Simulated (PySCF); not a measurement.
Si(AsH2)(F)2(H) (AsF2H3Si), SMILES F[SiH](F)[AsH2].

The structure is a stationary point at PBE0-D3(BJ)/def2-SVP. The structure was generated by enumeration, and PubChem lists no compound with its InChIKey, so it may never have been made.

These are PySCF with PBE/def2-TZVP values and carry that method's errors.

Symmetry labels are those of the subgroup Cs that the program uses (full group Cs).

Task: List the valence orbital energies around the gap with their symmetry. (Estimate from the structure and the level; the computed values follow.)

Result: 
| orbital | symmetry | energy (eV) |
|---|---|---|
| HOMO−7 | A' | -11.38 |
| HOMO−6 | A' | -11.04 |
| HOMO−5 | A" | -10.30 |
| HOMO−4 | A" | -10.03 |
| HOMO−3 | A' | -9.62 |
| HOMO−2 | A" | -9.41 |
| HOMO−1 | A' | -8.17 |
| HOMO | A' | -6.90 |
| LUMO | A" | -0.99 |
| LUMO+1 | A' | -0.86 |
| LUMO+2 | A" | -0.28 |
| LUMO+3 | A' | -0.18 |
